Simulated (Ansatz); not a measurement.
`CN(C)c1ccc(-c2ncccn2)nc1`, relaxed as a singlet with RKS PBE-D4/def2-SVP in Ansatz, starting from the GFN2-xTB geometry. Force threshold 0.03 eV/Å.

Start:

Cartesian coordinates in Å:
```
C -0.991 -3.905 0.007
N -0.435 -2.932 -0.905
C 0.267 -3.418 -2.067
C -0.279 -1.635 -0.507
C -0.840 -1.142 0.685
C -0.677 0.183 1.021
C 0.061 1.022 0.181
C 0.297 2.418 0.536
N -0.236 2.852 1.683
C 0.001 4.102 2.026
C 0.768 4.956 1.246
C 1.264 4.410 0.068
N 1.035 3.162 -0.286
N 0.599 0.564 -0.949
C 0.439 -0.692 -1.276
H -0.384 -4.008 0.913
H -1.039 -4.873 -0.487
H -2.006 -3.625 0.295
H 0.025 -2.808 -2.938
H -0.047 -4.438 -2.278
H 1.353 -3.411 -1.925
H -1.394 -1.788 1.347
H -1.100 0.588 1.926
H -0.437 4.423 2.964
H 0.963 5.976 1.535
H 1.872 4.990 -0.616
H 0.922 -0.972 -2.201
```

| step | energy (eV) | largest force component (eV/Å) | SCF passes |
| --- | --- | --- | --- |
| 1 | -17528.4556 | 0.932 | 26 |
| 2 | -17528.6546 | 0.366 | 22 |
| 3 | -17528.6742 | 0.093 | 22 |
| 4 | -17528.6750 | 0.063 | 22 |
| 5 | -17528.6763 | 0.094 | 21 |
| 6 | -17528.6782 | 0.015 | 21 |
| 7 | -17528.6789 | 0.033 | 21 |
| 8 | -17528.6791 | 0.032 | 22 |
| 9 | -17528.6792 | 0.018 | 22 |

Force components are those of the run's own axes.

End:

Cartesian coordinates in Å:
```
C -1.0927 -3.9140 -0.0313
N -0.3556 -2.9890 -0.8694
C 0.2521 -3.4526 -2.1022
C -0.2043 -1.6789 -0.4739
C -0.7598 -1.1810 0.7364
C -0.5760 0.1567 1.0749
C 0.1608 1.0032 0.2174
C 0.3613 2.4330 0.5644
N -0.1956 2.8596 1.7242
C -0.0226 4.1449 2.0444
C 0.6999 5.0325 1.2328
C 1.2325 4.4850 0.0545
N 1.0732 3.2035 -0.2872
N 0.6975 0.5419 -0.9302
C 0.5275 -0.7319 -1.2605
H -0.6257 -4.0372 0.9734
H -1.1207 -4.9065 -0.5165
H -2.1447 -3.5837 0.1280
H -0.1243 -2.8945 -2.9891
H 0.0116 -4.5213 -2.2489
H 1.3614 -3.3504 -2.0902
H -1.3331 -1.8347 1.4070
H -0.9928 0.5759 2.0010
H -0.4784 4.4851 2.9927
H 0.8393 6.0892 1.5024
H 1.8171 5.1126 -0.6442
H 0.9922 -1.0475 -2.2100
```

By distances, no bond broke or formed. The bond that changes most is C7–C8, from 1.46 to 1.48 Å (atoms count from 1).

The force fell under the threshold at step 6, but the optimiser went on. No frequencies were taken in this run, so the end may be a saddle point.

Hardware: 6 threads of Intel Xeon 6975P-C on a shared host. Wall time 14 s.
